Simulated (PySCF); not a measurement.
## Br (bromine, neutral) across methods

[Ar] 3d10 4s1 4p6, 2S determinant (an excited configuration). Computed with PySCF 2.14 in aug-cc-pVQZ-DK, with scalar relativity by spin-free X2C-1e.

```tsv
method	E (hartree)	mean ε 4s α (eV)	mean ε 4p α (eV)	mean ε 4p β (eV)	Σ⟨r²⟩ (bohr²)	⟨S²⟩
PBE	-2605.418	-21.418	-8.853	-8.049	41.00	0.753
PBE0	-2605.449	-24.002	-10.374	-9.026	40.96	0.756
LDA	-2602.034	-21.557	-8.952	-8.224	40.91	0.752
r2SCAN	-2605.726	-22.451	-9.347	-8.241	40.77	0.758
wB97X-V	-2605.522	-26.809	-12.756	-11.328	40.97	0.755
revPBE	-2605.599	-21.387	-8.831	-7.998	40.99	0.753
UHF	-2603.86322	-31.023	-14.224	-10.787	41.90	0.784
wB97X	-2605.800	-26.799	-12.770	-11.254	40.97	0.755
LC-wPBE	-2605.426	-27.279	-13.133	-11.674	40.66	0.754
```
